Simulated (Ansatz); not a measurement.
Reaction (cleavage of the Ge–Si bond): `[NH2][GeH2][Si](N)(O)O` + `[NH2][GeH2][OH]` → `[NH2][GeH2][O][GeH2][NH2]` + `N[SiH](O)O`

Calculated with Ansatz (gas phase, PBE0-D4/def2-TZVP geometries, no zero-point term in ΔE). CCSD(T)/CBS is the MP2 limit (def2-TZVPP, def2-QZVPP) plus CCSD(T) − MP2 in def2-TZVPP, frozen cores. This one scheme is used for every species. DFT in def2-TZVPP. B3LYP here is the variant with VWN-RPA as its local correlation; programs differ in this. For Ge outer-core shells are correlated without core-valence functions, which leaves a few kJ/mol of doubt a bond. Scalar relativity is left out up to krypton. Each species was taken in one conformer, which may not be the lowest.

`[NH2][GeH2][Si](N)(O)O`:

```xyz
14

N     2.239    0.997   -0.399
Ge    1.334   -0.409    0.399
Si   -0.977    0.076    0.055
N    -1.785   -1.402   -0.183
O    -1.113    1.082   -1.240
O    -1.661    0.926    1.288
H     3.246    0.922   -0.351
H     1.978    1.118   -1.369
H     1.728   -1.801   -0.176
H     1.773   -0.412    1.877
H    -2.773   -1.429   -0.384
H    -1.302   -2.178   -0.605
H    -0.996    2.017   -1.055
H    -1.693    0.493    2.143
```

`[NH2][GeH2][OH]`:

```xyz
8

N    -1.044   -0.765   -0.532
Ge    0.482    0.109   -0.069
O     0.325    0.401    1.680
H    -1.881   -0.209   -0.624
H    -0.965   -1.407   -1.306
H     0.687    1.495   -0.729
H     1.651   -0.843   -0.371
H     0.746    1.219    1.950
```

`[NH2][GeH2][O][GeH2][NH2]`:

```xyz
13

N    -0.494    1.707   -0.223
Ge   -0.960    0.643    1.208
O     0.264   -0.619    1.335
Ge    1.287   -1.173   -0.024
N     0.398   -1.317   -1.611
H    -1.278    2.109   -0.719
H     0.172    2.440   -0.021
H    -2.336    0.042    0.869
H    -0.948    1.367    2.567
H     2.421   -0.152   -0.206
H     1.775   -2.565    0.397
H    -0.304   -2.042   -1.653
H     0.002   -0.439   -1.919
```

`N[SiH](O)O`:

```xyz
9

N     1.123    0.385   -0.415
Si   -0.424   -0.323   -0.206
O    -1.499    0.904   -0.046
O    -0.313   -1.354    1.064
H     1.944   -0.199   -0.405
H     1.238    1.148   -1.064
H    -0.969   -1.148   -1.300
H    -1.252    1.628    0.531
H     0.153   -1.041    1.841
```

```csv
level,ΔE (kJ/mol),difference from CCSD(T)/CBS
PBE-D4,-41.2,20.8
r2SCAN-D4,-56.0,6.0
B3LYP-D4,-57.5,4.5
ωB97X-V,-62.5,-0.5
HF/def2-TZVPP,-82.4,-20.4
MP2/def2-TZVPP,-72.1,-10.1
CCSD/def2-TZVPP,-68.1,-6.1
HF/def2-QZVPP,-83.1,-21.1
SCS-MP2/def2-QZVPP,-73.1,-11.1
HF/CBS(def2),-83.2,-21.2
CCSD(T)/CBS,-62.0,0
```

Largest T1 diagnostic among the species: 0.012.

From PBE to PBE0 (25 % exact exchange), in def2-TZVPP and without D4, ΔE moves by −6.4 kJ/mol. In def2-TZVPP, CCSD(T) changes the Hartree–Fock value by +14.7 kJ/mol (the triples alone add +0.4 kJ/mol) and MP2 by +10.4 kJ/mol.
